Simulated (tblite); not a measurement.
Compound: C3H8S3Si.
Cartesian coordinates in Å at the GFN2-xTB level; atoms count from 1:
```
atom  x, y, z in Å
C1    -2.4821   -0.4081   -0.5642
S2    -1.7060   -0.5249    1.0714
C3     0.0074   -0.0626    0.7008
C4     0.6873   -1.0705   -0.1923
S5     2.4547   -0.6657   -0.4015
Si6    2.1738    1.4503   -0.6114
S7     0.1185    1.6256   -0.0389
H8    -2.2154    0.5476   -1.0056
H9    -3.5521   -0.4553   -0.3931
H10   -2.1703   -1.2379   -1.1914
H11    0.4901   -0.0191    1.6786
H12    0.6454   -2.0623    0.2574
H13    0.2292   -1.0987   -1.1808
H14    2.2766    1.8689   -1.9961
H15    3.0386    2.1207    0.3395
```

Computed values, GFN2-xTB/tblite, gas phase, harmonic and unscaled. Against measured fundamentals such values can be off by several per cent, at times by over 20. Modes of hydrogen on silicon can be 10 to 20 % off. One conformer, not necessarily the lowest.

Harmonic wavenumbers (cm⁻¹): 54.9, 74.1, 122.2, 157.1, 197.7, 203.2, 263.0, 339.3, 389.0, 489.8, 502.5, 510.7, 536.1, 613.9, 661.4, 713.4, 729.8, 749.5, 756.2, 892.8, 944.4, 950.7, 1046.0, 1096.8, 1163.2, 1194.9, 1257.0, 1308.5, 1434.5, 1442.0, 1450.9, 2365.9, 2377.3, 2964.0, 2988.3, 3000.9, 3026.6, 3037.5, 3065.6.

A = 2281, B = 844.5, C = 695.1 MHz; mass 167.956 u (most abundant isotopes); point group C1, symmetry number 1.

Problem. Zero-point energy?

Solution. ½Σν̃ = 22536 cm⁻¹ = 64.43 kcal/mol.

Problem. Entropy at 350 K, 1 bar (ideal gas, RRHO, classical rotation)?

Solution. Translation 42.09, rotation 30.34, vibration 32.55: S = 105.0 cal/(mol K).

Problem. And Cp and H(350 K) − H(0)?

Solution. Cp = 41.29 cal/(mol K), of which vibrations give 33.34 (their classical limit is 39 R = 77.5); H(350 K) − H(0) = 8.82 kcal/mol without the zero-point energy, 6.04 from vibrations.

Problem. How do the functions run with temperature in this model?

Solution. 
| T (K) | S (cal/(mol K)) | Cp (cal/(mol K)) | H − H(0) (kcal/mol) | G − H(0) (kcal/mol) | ln q(vib) |
| --- | --- | --- | --- | --- | --- |
| 150 | 78.4 | 23.2 | 2.30 | -9.46 | 2.69 |
| 250 | 92.5 | 32.8 | 5.10 | -18.03 | 5.19 |
| 298.15 | 98.7 | 37.1 | 6.79 | -22.64 | 6.40 |
| 400 | 110.7 | 44.9 | 10.98 | -33.31 | 8.93 |
| 600 | 131.1 | 55.6 | 21.11 | -57.56 | 13.67 |
| 900 | 155.7 | 65.3 | 39.37 | -100.72 | 20.09 |

q(vib) and H(0) count from the zero-point level.

Problem. Which modes carry the vibrational entropy at 350 K?

Solution. 54.9 cm⁻¹: 4.95; 74.1 cm⁻¹: 4.36; 122.2 cm⁻¹: 3.38; 157.1 cm⁻¹: 2.89; 197.7 cm⁻¹: 2.45; 203.2 cm⁻¹: 2.40 cal/(mol K); the other 33 give 12.12 together.

Problem. What must be added to the electronic energy to get the Gibbs energy at 350 K and 1 bar?

Solution. ZPE + [H(350 K) − H(0)] − T·S = 64.43 + 8.82 − 36.74 = 36.51 kcal/mol.

Problem. Blend soft modes into free rotors: weight 1/[1 + (100 cm⁻¹/ν̃)⁴] for the oscillator and the rest for a rotor with moment μB/(μ + B), μ = h/(8π²ν), B = 10⁻⁴⁴ kg m². What vibrational entropy results?

Solution. 30.30 cal/(mol K) in place of 32.55, which changes −T·S at 350 K by +0.79 kcal/mol.

Hindered rotation and anharmonicity are outside this model. Other conformers, if any are populated, would add a mixing term that is left out. The structure is chiral; the term R ln 2 for an equal mix with its mirror image is left out.

Time: 0.68 s. Hardware: an Arm Neoverse V1 with one thread, no GPU (shared host). This covers the Hessian and the dipole derivatives.
